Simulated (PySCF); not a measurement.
**Radial density of Pb⁶⁸⁺ (lead, charge +68)**

UHF, [Ne] 3s2 3p2, high-spin 3P determinant. All numbers are calculated (PySCF 2.14, scalar relativity by spin-free X2C-1e, in an uncontracted even-tempered set (17 s from 21 bohr⁻², ratio 2.5; 12 p from 27 bohr⁻², ratio 2.5; 4 d from 100 bohr⁻², ratio 2.7; 4 f from 150 bohr⁻², ratio 2.7)).

```tsv
r (bohr)	4πr²ρ (e/bohr)	4πr²(ρα − ρβ)
0.0197	93.98	3.5275
0.0332	114.8	6.1896
0.0559	127.9	2.2253
0.0940	50.21	3.4944
0.158	33.81	15.3912
0.266	5.015	2.5653
0.447	0.02678	0.0118
```

Densities and radii are taken from the X2C orbitals without a picture-change correction, which distorts them close to the nucleus.

Spin-orbit coupling is strong in this species (close to jj coupling), so the high-spin LS determinant is a model state, not a physical level.
